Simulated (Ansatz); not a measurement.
`[SiH3][CH2][GaH2]` and `[AlH2][CH2][SiH3]` differ in one element.

Ansatz, PBE0-D4/def2-TZVP geometries, multiplicity 1. 

Scalar relativity is left out up to krypton.

```tsv
property	`[SiH3][CH2][GaH2]`
HOMO–LUMO gap (ωB97M-V/def2-TZVPP) / eV	10.26
HOMO energy (B3LYP/def2-TZVPP) / eV	-7.80
ideal-gas entropy at 298 K and 1 bar (rigid rotor, harmonic PBE0-D4/def2-TZVP) / J/(mol·K)	338
zero-point energy (PBE0-D4/def2-TZVP) / kJ/mol	168.7
LUMO energy (PBE0/def2-TZVPP) / eV	-1.58
size of the dipole moment (PBE/def2-TZVPP) / D	0.99
```

Q: Give the same properties after the change, and the shifts. (Best estimate.)

A: The calculation gave: 
```tsv
property	`[AlH2][CH2][SiH3]`	shift
HOMO–LUMO gap (ωB97M-V/def2-TZVPP) / eV	10.36	0.10
HOMO energy (B3LYP/def2-TZVPP) / eV	-7.87	-0.07
ideal-gas entropy at 298 K and 1 bar (rigid rotor, harmonic PBE0-D4/def2-TZVP) / J/(mol·K)	330	-8
zero-point energy (PBE0-D4/def2-TZVP) / kJ/mol	168.1	-0.6
LUMO energy (PBE0/def2-TZVPP) / eV	-1.49	0.09
size of the dipole moment (PBE/def2-TZVPP) / D	1.06	0.07
```

With PBE0 the HOMO falls by 0.06 eV and the LUMO rises by 0.09 eV, so the gap widens by about 0.15 eV. PBE moves the HOMO by -0.02 eV and ωB97M-V by -0.09 eV. Dipoles are sizes alone; their direction can turn.

B3LYP here is the variant with VWN-RPA as its local correlation; programs differ in this.
